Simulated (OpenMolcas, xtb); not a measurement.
GeH2ClO (SMILES [O][GeH2][Cl]): methods side by side

GeH2ClO: 5 atoms, total charge 0, spin state doublet. SMILES: `[O][GeH2][Cl]`. Geometry: relaxed at PBE0-D4/def2-TZVP.

Each level gives the vertical ionisation energy (to the singlet cation) (eV). The values are calculated.

| level | kind | program | value (eV) | CPU time (all runs) |
| --- | --- | --- | --- | --- |
| GFN1-xTB | semi-empirical | xtb | 15.81 | under 2 s |
| UHF/def2-SVPD | Hartree–Fock | OpenMolcas | 13.75 | 54 s |
| USVWN5/def2-SVPD | LDA | OpenMolcas | 11.60 | 2 min |
| UPBE/def2-SVPD | GGA | OpenMolcas | 11.67 | 2.3 min |
| UB3LYP/def2-SVPD | global hybrid | OpenMolcas | 12.51 | 1.8 min |
| UM06-2X/def2-SVPD | hybrid meta-GGA | OpenMolcas | 13.21 | 2 min |

All-electron rows without a relativistic Hamiltonian named are non-relativistic. The values span 11.60 to 15.81 eV. The xTB values lack the empirical shift that such differences need. Times are those of the runs behind each value, whatever else they computed, on shared processors of several kinds: orders of magnitude only.
